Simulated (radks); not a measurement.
Question: Sc II, 20 electrons, occupied as [Ar] 3d1 4s1 (the NIST ground configuration). All-electron calculation, Dirac Kohn-Sham, BLYP, spin-unpolarised, spherical densities, point nucleus; open shells are shared between the two j in proportion to 2j + 1; speed of light set to 274.072 atomic units (2 times the physical value, a model run). Program: a radial shooting solver on a logarithmic mesh with Libxc functionals.

Spin-orbit splittings of the eigenvalues, e(l+1/2) - e(l-1/2), with zeta = 2 splitting/(2l+1) and mean radii in bohr:

shell  occ.  splitting (eV)  zeta (eV)  <r> j=l-1/2  <r> j=l+1/2
2p        6           1.151     0.7675       0.3079       0.3086
3p        6               ?          ?        1.168        1.170
3d        1        0.008339   0.003336        1.698        1.699

Estimate the 3p splitting.

Answer: 0.1273 eV (zeta = 0.08486 eV).
